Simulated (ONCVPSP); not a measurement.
## Sn: excitation energies, all-electron against ONCV

```json
{"Element": "tin", "Generator": "ONCVPSP 4.0.1", "Type": "optimised norm-conserving Vanderbilt (ONCV)", "Functional": "PBE", "Relativity": "scalar-relativistic", "Frozen core": "[Ar] 3d10", "Valence charge": "22", "Reference configuration": "4s2 4p6 4d10 5s2 5p2", "Partial waves": "4s+5s: rc 1.35 bohr, ncon 4, nbas 8, qcut 7 1/bohr, 2 projectors; 4p+5p: rc 1.40 bohr, ncon 3, nbas 6, qcut 7.7 1/bohr, 2 projectors; 4d: rc 1.05 bohr, ncon 3, nbas 6, qcut 8.3 1/bohr, 3 projectors, debl 3.6 Ha", "Local potential": "polynomial inside 0.75 bohr (lpopt 4, dvloc0 2 Ha)", "Core correction": "Teter function, fcfact 3.75, rcfact 1.6"}
```

Energies are relative to the spin-unpolarised reference configuration 4s2 4p6 4d10 5s2 5p2; without spin polarisation the order of configurations can differ from experiment.

| valence configuration | charge | ΔE all-electron (eV) | error AE − PS (meV) |
| --- | --- | --- | --- |
| 4s2 4p6 4d10 5s2 5p1 | +1 | 6.875 | -1.2 |
| 4s2 4p6 4d10 5s2 5p0 | +2 | 20.828 | -4.1 |
| 4s2 4p6 4d10 5s1 5p0 | +3 | 51.800 | -13 |
| 4s2 4p6 4d10 5s0 5p4 | 0 | 14.186 | -6.6 |

Levels in the configuration 4s2 4p6 4d10 5s0 5p4:

```
level  all-electron (eV)  pseudo (eV)
   4s           -136.931     -136.998
   4p            -92.689      -92.709
   4d            -28.698      -28.696
   5p             -4.884       -4.884
```
